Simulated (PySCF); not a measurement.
C2H2ClI.
Atom-mapped SMILES: `[Cl:1]/[CH:2]=[CH:3]/[I:4]` (hydrogens: H5 on C2; H6 on C3)

Computed by this run: PBE0-D3(BJ)/def2-SVP geometry optimisation, gas phase, def2 core potentials past Kr in PySCF; density fitting, grid level 1; the optimiser is geomeTRIC in internal coordinates, started from a GFN2-xTB structure with every atom displaced at random (about 0.01 Å).

Step 0: E = -22717.4185 eV
```
atom  x, y, z in Å  |  force x, y, z in eV/Å
Cl1    -2.0771    0.2862    0.5819   -1.069   0.400   0.337
C2     -0.5947   -0.3583    0.1088   -0.244  -0.663  -0.058
C3      0.4523    0.4047   -0.0777    2.005   0.124  -0.471
I4      2.3454   -0.4043   -0.6669   -0.687   0.263   0.200
H5     -0.5995   -1.4303   -0.0297    0.071  -0.437  -0.058
H6      0.4770    1.4788    0.0544   -0.077   0.312   0.050
```

Step 1: E = -22717.4217 eV
```
atom  x, y, z in Å  |  force x, y, z in eV/Å
Cl1    -2.1442    0.3030    0.4438    0.304  -0.106   0.150
C2     -0.5719   -0.3623    0.1407   -0.207   0.105   0.123
C3      0.5142    0.3993    0.0209   -0.146  -0.010  -0.490
I4      2.2668   -0.4011   -0.7868    0.099   0.034   0.258
H5     -0.5583   -1.4504    0.0391   -0.072   0.020  -0.100
H6      0.4968    1.4881    0.1131    0.022  -0.041   0.060
```

Step 2: E = -22717.4483 eV
```
atom  x, y, z in Å  |  force x, y, z in eV/Å
Cl1    -2.1208    0.3356    0.4818    0.140  -0.091   0.116
C2     -0.5850   -0.3744    0.1301    0.044  -0.017   0.075
C3      0.5092    0.3714   -0.0118   -0.084   0.174  -0.362
I4      2.3198   -0.3512   -0.7593   -0.070  -0.079   0.219
H5     -0.6011   -1.4628    0.0354   -0.044   0.010  -0.096
H6      0.4812    1.4580    0.0946    0.016   0.002   0.047
```

Question: Estimate the geometry and energy of step 3. (The exact step hangs on the optimiser's Hessian estimate; all steps are aligned on step 2, rigid shifts and turns removed.)

Answer: E = -22717.4783 eV, largest force 0.215 eV/Å
```
atom  x, y, z in Å  |  force x, y, z in eV/Å
Cl1    -2.1121    0.3029    0.5416    0.006  -0.001   0.040
C2     -0.5839   -0.3636    0.1060   -0.021   0.009   0.155
C3      0.4967    0.3977   -0.0486   -0.075   0.029  -0.199
I4      2.3059   -0.3921   -0.7011    0.104  -0.032   0.061
H5     -0.5872   -1.4509   -0.0014   -0.005   0.012  -0.084
H6      0.4840    1.4829    0.0743   -0.010  -0.018   0.028
```

The energy changes by -0.0300 eV. The first-order estimate −F·Δx gives -0.0472 eV and the mean of the old and new forces, exact on a quadratic surface, -0.0303 eV. The step makes an angle of 45° with the force vector and moves no atom by more than 0.072 Å.

What follows is the cost of the whole optimisation. Hardware: Arm Neoverse V1, one thread, shared host with 32 logical CPUs at a one-minute load of 19. Cost: 24 s, 0.36 GiB resident at most.
